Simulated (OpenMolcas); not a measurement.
**Potential curves of InCl: spin–orbit levels**

Computed with OpenMolcas 26.06: state-averaged CASSCF(8,7) over In 5s 5p, Cl 3p, XMS-CASPT2 (IPEA 0.25, imaginary shift 0.2 hartree), scalar X2C, ANO-RCC-VTZP, then RASSI spin–orbit state interaction with atomic mean-field integrals. C2 symmetry about the axis (a holds Σ, Δ, Γ; b holds Π, Φ, H; Σ⁺ and Σ⁻ are not told apart); roots by multiplicity and irrep: 1a 5, 3b 4, 1b 2, 3a 5.

XMS-CASPT2 energies with spin–orbit state interaction in eV from the lowest point. Curves are followed by energy order within each symmetry, so they are adiabatic and may change character at avoided crossings; for Ω = 0 the + and − levels are counted together.

```csv
R (Å),(1)Ω=0,(2)Ω=0,(3)Ω=0,(1)Ω=1,(1)Ω=2,(2)Ω=1,(2)Ω=2
2.104,0.687,3.942,3.947,4.028,4.122,5.476,7.660
2.226,0.198,3.573,3.578,3.659,3.755,5.049,6.669
2.336,0.021,3.492,3.498,3.578,3.675,4.870,6.053
2.446,0.000,3.555,3.563,3.642,3.741,4.810,5.620
2.568,0.099,3.701,3.710,3.788,3.889,4.800,5.283
2.691,0.270,3.891,3.903,3.977,4.082,4.791,5.054
```

The 7 lowest clean curves are shown; the next is (1)Ω=3, from 5.23 eV. Left out for impure symmetry, kinks or missing points, though low: (4)Ω=0, (3)Ω=1, (4)Ω=1, (5)Ω=0. Only roots inside an energy window near the equilibrium distance were included, so the list of states is not complete; labels number the states computed. Each spin and symmetry block has orbitals of its own, averaged over its own roots, so gaps between blocks are less sure than gaps within one and near the minimum can be off by tenths of an eV, in bad cases by more. No Rydberg orbitals are active, so Rydberg states, and σ→σ* states whose orbital the CASSCF left unused, can be missing between those listed. CASPT2 splits the two components of degenerate states numerically, here by up to 46 cm⁻¹. Points that failed a check (symmetry, reference weights, a jump) are left out.
